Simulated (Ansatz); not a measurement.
Question: Name a neutral molecule of C, I, Si and H with HOMO energy (ωB97M-V/def2-TZVPP) between -9.80 and -9.50 eV and LUMO energy (B3LYP/def2-TZVPP) between -0.85 and -0.55 eV (Ansatz, PBE0-D4/def2-TZVP geometry).

Answer: `CC[SiH2]I` (-9.64 eV, -0.62 eV). Other molecules can fit too; these were computed, each in one conformer that needn't be the lowest.

B3LYP here is the variant with VWN-RPA as its local correlation; programs differ in this.
